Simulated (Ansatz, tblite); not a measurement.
Removing and adding an electron: SiICl₃. The state is a singlet with charge 0. Geometry: PBE-D4/def2-SVP. Ansatz, gas phase; energy differences of separate SCF runs; the oxidised species was run as a doublet alone; the reduced species was run as a doublet alone.

```xyz
5

Si    0.0561   -0.0213   -0.0235
I    -2.0681    0.7839    0.8657
Cl    1.3753    1.5453   -0.2266
Cl   -0.2342   -0.8907   -1.8663
Cl    0.8709   -1.4173    1.2506
```

In the def2 sets I takes a core potential; there is no spin–orbit coupling. The xTB rows come from tblite.

```tsv
level	−HOMO (eV)	vertical IE (eV)	−LUMO (eV)	vertical EA (eV)	HOMO–LUMO gap (eV)	IE − EA (eV)	remarks
GFN2-xTB	12.36	14.91	6.54	3.73	5.82	11.18	–
r2SCAN-D4/def2-TZVPD	7.44	–	2.47	0.39	4.97	–	HOMO above zero (-1 doublet)
PBE0-D4/def2-TZVP	8.28	10.32	1.80	–	6.48	–	–
PBE0-D4/def2-TZVPD	8.31	–	1.90	0.41	6.41	–	HOMO above zero (-1 doublet)
```

(1) Estimate the rows for GFN1-xTB, PBE-D4/def2-TZVPD, r2SCAN-D4/def2-TZVP.

Results:

(1) 
```csv
level,−HOMO (eV),vertical IE (eV),−LUMO (eV),vertical EA (eV),HOMO–LUMO gap (eV),IE − EA (eV),remarks
GFN1-xTB,11.78,14.61,5.34,2.41,6.44,12.19,–
PBE-D4/def2-TZVPD,7.14,–,2.75,0.56,4.38,–,HOMO above zero (-1 doublet)
r2SCAN-D4/def2-TZVP,7.42,10.18,2.40,–,5.02,–,–
```

Run but left out: PBE-D4/def2-TZVP (charge +1 doublet: an occupied level 0.02 eV above an empty one).   A HOMO above zero means that the electron is unbound at that level or that self-interaction error raises the level; the energy of removing that electron tells which. Raw xTB energy differences between charge states are shifted by several eV; the methods need an empirical correction for them.
